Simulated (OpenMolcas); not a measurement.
Cr4+ (d2) in a complex was computed by CASSCF with the d shell active (OpenMolcas, ANO-RCC-VDZP on the metal). Its lowest spin-free states, and all those of the highest spin:

```csv
2S+1,Degeneracy,E (cm-1)
3,3,0.0
1,3,14768
1,2,15381
3,3,18783
1,1,31508
3,3,32156
1,3,34434
1,3,38118
3,1,39489
1,2,54806
1,1,74273
```

Problem. Is the site octahedral, tetrahedral or cube-like, axial, or of lower symmetry?

Solution. The states with 2S+1 = 3 have orbital degeneracies 3, 3, 3, 1. Threefold states need a cubic site. For d2 at this spin an octahedron puts the threefold T1 below the threefold T2 and a tetrahedron or cube puts the single A2 below the threefold T2, so the site is octahedral. The run had Cr4+ with 6 ligands (water) in octahedral coordination (Th) at 1.91 Å. Ligand basis ANO-RCC-VDZP.

An orbital triplet at a regular site is open to Jahn-Teller coupling, which can distort the site and quench the lowest spin-orbit gaps and is left out. Without dynamic correlation the repulsion within the d shell is too large (B by tens of per cent), so at a given field states of lower spin stand too high. The least metal-like active orbital is 81 % on the metal (Löwdin) and no ligand orbital is active, so the numbers are rough. Ligand-to-metal charge-transfer states are missing. With no ligand orbital active B as a rule stays too high, so bands that hang on it stand too high and its fall with covalency is understated. With metal d orbitals alone the field can be off either way by tens of per cent. No measured value stands beside these numbers; the geometry is a model, was not optimised and need not be the one that this ion takes.
